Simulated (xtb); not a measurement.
ClPb (SMILES [Cl][Pb]), doublet, from a rough starting geometry (GFN-xTB shapes and energies of metal compounds can be far from the true ones) (the spin is typed, not shown lowest); GFN2-xTB (xtb).

The xtb input:
```
$ xtb mol.xyz --gfn 2 --uhf 1 --opt vtight --json

# file mol.xyz
2

Pb    -0.72081397    -0.75607432    -0.69562809
Cl     0.67551697     0.76654386     0.67939019
```

It wrote (shortened):

```
   ID    Z sym.   atoms
    1   82 Pb     1
    2   17 Cl     2

           -------------------------------------------------
          |                Calculation Setup                |
           -------------------------------------------------

           -------------------------------------------------
          |                 G F N 2 - x T B                 |
           -------------------------------------------------

          ...................................................
          :                      SETUP                      :
          :.................................................:
          :  # basis functions                  14          :
          :  # atomic orbitals                  13          :
          :  # shells                            5          :
          :  # electrons                        11          :
          :  max. iterations                   250          :
          :  Hamiltonian                  GFN2-xTB          :
          :  restarted?                      false          :
          :  GBSA solvation                  false          :
          :  PC potential                    false          :
          :  electronic temp.          300.0000000     K    :
          :  accuracy                    1.0000000          :
          :  -> integral cutoff          0.2500000E+02      :
          :  -> integral neglect         0.1000000E-07      :
          :  -> SCF convergence          0.1000000E-05 Eh   :
          :  -> wf. convergence          0.1000000E-03 e    :
          :  Broyden damping             0.4000000          :
          :  net charge                          0          :
          :  unpaired electrons                  1          :
          ...................................................

 iter      E             dE          RMSdq      gap      omega  full diag
   1     -6.8510256 -0.685103E+01  0.876E+00    0.00       0.0  T
   2     -6.8573080 -0.628237E-02  0.296E+00    0.00       1.0  T
   3     -6.8575656 -0.257591E-03  0.744E-01    0.00       1.0  T
   4     -6.8575946 -0.290007E-04  0.237E-01    0.00       1.0  T
   5     -6.8576038 -0.924931E-05  0.390E-02    0.00       1.8  T
   6     -6.8576043 -0.466654E-06  0.156E-02    0.00       4.5  T
   7     -6.8576044 -0.136507E-06  0.800E-03    0.00       8.8  T
   8     -6.8576045 -0.459949E-07  0.105E-03    0.00      67.4  T
   9     -6.8576045 -0.462206E-09  0.361E-05    0.00    1957.8  T
  10     -6.8576045 -0.576428E-12  0.108E-05    0.00    6539.3  T

   *** convergence criteria satisfied after 10 iterations ***

         :::::::::::::::::::::::::::::::::::::::::::::::::::::
         ::                     SUMMARY                     ::
         :::::::::::::::::::::::::::::::::::::::::::::::::::::
         :: total energy              -6.857240073793 Eh    ::
         :: gradient norm              0.011534162292 Eh/a0 ::
         :: HOMO-LUMO gap              0.000000000000 eV    ::
         ::.................................................::
         :: SCC energy                -6.857604484096 Eh    ::
         :: -> isotropic ES            0.031454467066 Eh    ::
         :: -> anisotropic ES         -0.000117904296 Eh    ::
         :: -> anisotropic XC          0.000269201402 Eh    ::
         :: -> dispersion             -0.000947958577 Eh    ::
         :: repulsion energy           0.000364410303 Eh    ::
         :: add. restraining           0.000000000000 Eh    ::
         :: total charge               0.000000000000 e     ::
         :::::::::::::::::::::::::::::::::::::::::::::::::::::

      -----------------------------------------------------------
     |                   =====================                   |
     |                        A N C O P T                        |
     |                   =====================                   |
     |               Approximate Normal Coordinate               |
     |                Rational Function Optimizer                |
      -----------------------------------------------------------
      -----------------------------------------------------------
     |                   =====================                   |
     |                        A N C O P T                        |
     |                   =====================                   |
     |               Approximate Normal Coordinate               |
     |                Rational Function Optimizer                |
      -----------------------------------------------------------

          ...................................................
          :                      SETUP                      :
          :.................................................:
          :   optimization level         verytight          :
          :   max. optcycles                   200          :
          :   ANC micro-cycles                  20          :
          :   degrees of freedom                 1          :
          :.................................................:
          :   RF solver                   davidson          :
          :   write xtbopt.log                true          :
          :   linear (good luck)              true          :
          :   energy convergence         0.1000000E-06 Eh   :
          :   grad. convergence          0.2000000E-03 Eh/α :
          :   maxmium RF displ.          1.0000000          :
          :   Hlow (freq-cutoff)         0.1000000E-01      :
          :   Hmax (freq-cutoff)         5.0000000          :
          :   S6 in model hess.         20.0000000          :
          ...................................................

generating ANC from exact Hessian ...
Using Lindh-Hessian (1995)
 Shifting diagonal of input Hessian by    0.0000000000000000
 Lowest  eigenvalues of input Hessian
    0.000000    0.000000    0.000000    0.000000    0.000000    0.043695
 Highest eigenvalues
    0.000000    0.000000    0.000000    0.000000    0.000000    0.043695

[...]
 * total energy  :    -6.8572401 Eh     change       -0.7194245E-13 Eh
 * total energy  :    -6.8553766 Eh     change        0.1863488E-02 Eh
 * total energy  :    -6.8575814 Eh     change       -0.2204809E-02 Eh
 * total energy  :    -6.8576120 Eh     change       -0.3056109E-04 Eh
 * total energy  :    -6.8576135 Eh     change       -0.1573549E-05 Eh
 * total energy  :    -6.8576142 Eh     change       -0.6391273E-06 Eh
 * total energy  :    -6.8576142 Eh     change       -0.2832845E-10 Eh
   *** GEOMETRY OPTIMIZATION CONVERGED AFTER 7 ITERATIONS ***
[...]
           -------------------------------------------------

          ...................................................
          :                      SETUP                      :
          :.................................................:
          :  # basis functions                  14          :
          :  # atomic orbitals                  13          :
          :  # shells                            5          :
          :  # electrons                        11          :
          :  max. iterations                   250          :
          :  Hamiltonian                  GFN2-xTB          :
          :  restarted?                      false          :
          :  GBSA solvation                  false          :
          :  PC potential                    false          :
          :  electronic temp.          300.0000000     K    :
          :  accuracy                    1.0000000          :
          :  -> integral cutoff          0.2500000E+02      :
          :  -> integral neglect         0.1000000E-07      :
          :  -> SCF convergence          0.1000000E-05 Eh   :
          :  -> wf. convergence          0.1000000E-03 e    :
          :  Broyden damping             0.4000000          :
          :  net charge                          0          :
          :  unpaired electrons                  1          :
          ...................................................

 iter      E             dE          RMSdq      gap      omega  full diag
   1     -6.8578488 -0.685785E+01  0.163E-05    0.00       0.0  T
   2     -6.8578488 -0.612843E-13  0.138E-05    0.00    5122.7  T
   3     -6.8578488 -0.150102E-12  0.510E-06    0.00   13865.1  T

   *** convergence criteria satisfied after 3 iterations ***

         :::::::::::::::::::::::::::::::::::::::::::::::::::::
         ::                     SUMMARY                     ::
         :::::::::::::::::::::::::::::::::::::::::::::::::::::
         :: total energy              -6.857614168108 Eh    ::
         :: gradient norm              0.000000026519 Eh/a0 ::
         :: HOMO-LUMO gap              0.000000000000 eV    ::
         ::.................................................::
         :: SCC energy                -6.857848806442 Eh    ::
         :: -> isotropic ES            0.033079342697 Eh    ::
         :: -> anisotropic ES         -0.000062462657 Eh    ::
         :: -> anisotropic XC          0.000221157358 Eh    ::
         :: -> dispersion             -0.000948253913 Eh    ::
         :: repulsion energy           0.000234638334 Eh    ::
         :: add. restraining           0.000000000000 Eh    ::
         :: total charge              -0.000000000000 e     ::
         :::::::::::::::::::::::::::::::::::::::::::::::::::::

           -------------------------------------------------
          |                Property Printout                |
           -------------------------------------------------

    * Orbital Energies and Occupations

         #    Occupation            Energy/Eh            Energy/eV
      -------------------------------------------------------------
         1        2.0000           -1.0107775             -27.5047
         2        2.0000           -0.9013265             -24.5263
         3        2.0000           -0.4071326             -11.0786
         4        2.0000           -0.3934753             -10.7070
         5        2.0000           -0.3934753             -10.7070
         6        0.5000           -0.2799771              -7.6186 (HOMO)
         7        0.5000           -0.2799771              -7.6186 (LUMO)
         8                         -0.1297955              -3.5319
         9                          0.0786987               2.1415
        10                          0.0786987               2.1415
        11                          0.0789792               2.1491
        12                          0.0789792               2.1491
        13                          0.0879284               2.3927
      -------------------------------------------------------------
                  HL-Gap            0.0000000 Eh            0.0000 eV
             Fermi-level           -0.3083517 Eh           -8.3907 eV

     #   Z          covCN         q      C6AA      α(0)
     1  82 Pb       0.834     0.473   531.766    51.056
     2  17 Cl       0.834    -0.473   114.714    16.385

 Mol. C6AA /au·bohr⁶  :       1119.396454
 Mol. C8AA /au·bohr⁸  :     127409.445647
 Mol. α(0) /au        :         67.440338

Wiberg/Mayer (AO) data.
largest (>0.10) Wiberg bond orders for each atom

 ---------------------------------------------------------------------------
     #   Z sym  total        # sym  WBO       # sym  WBO       # sym  WBO
 ---------------------------------------------------------------------------
     1  82 Pb   0.858 --     2 Cl   0.858
     2  17 Cl   0.858 --     1 Pb   0.858
 ---------------------------------------------------------------------------

Topologies differ in total number of bonds
Writing topology from bond orders to xtbtopo.mol

molecular dipole:
                 x           y           z       tot (Debye)
 q only:       -1.275      -1.390      -1.255
   full:       -1.335      -1.456      -1.315       6.031
molecular quadrupole (traceless):
                xx          xy          yy          xz          yz          zz
 q only:        0.104       0.070      -0.101       0.110       0.013      -0.002
  q+dip:        0.077       0.714      -0.026       0.693       0.644      -0.051
   full:        0.057       1.144       0.027       1.081       1.068      -0.084

optimized geometry written to: xtbopt.xyz

           -------------------------------------------------
          | TOTAL ENERGY               -6.857614168108 Eh   |
          | GRADIENT NORM               0.000000026519 Eh/α |
          | HOMO-LUMO GAP               0.000000000000 eV   |
           -------------------------------------------------
```
